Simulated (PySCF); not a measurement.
CH₃O₃Re, SMILES [CH3][Re](=[O])(=[O])=[O] (connectivity only; charge and spin as stated), charge +1, multiplicity 2.

Geometry optimised at B3LYP-D3(BJ)/def2-SVP. The multiplicity is an assumed one; no other spin state was optimised. The isomer is the one that the SMILES or the coordinates give; other isomers of the formula were not compared. The def2 effective core potentials stand for the cores of Re; spin–orbit coupling is left out.

Calculation: PBE/def2-TZVP run with PySCF.

The molecule is in vacuum.

Computed frontier levels, dipole moment and polarisability:
```yaml
"α spin, highest occupied and lowest empty level": -14.85 and -10.76 eV
"β spin, highest occupied and lowest empty level": -14.72 and -14.25 eV
dipole_moment_about_the_centre_of_nuclear_charge: 3.31 D
mean_static_polarisability: 58.1 bohr³ (8.60 Å³)
polarisability_principal_values: 55.8, 56.9, 61.5 bohr³
"⟨S²⟩": 0.760 (pure state 0.75)
```
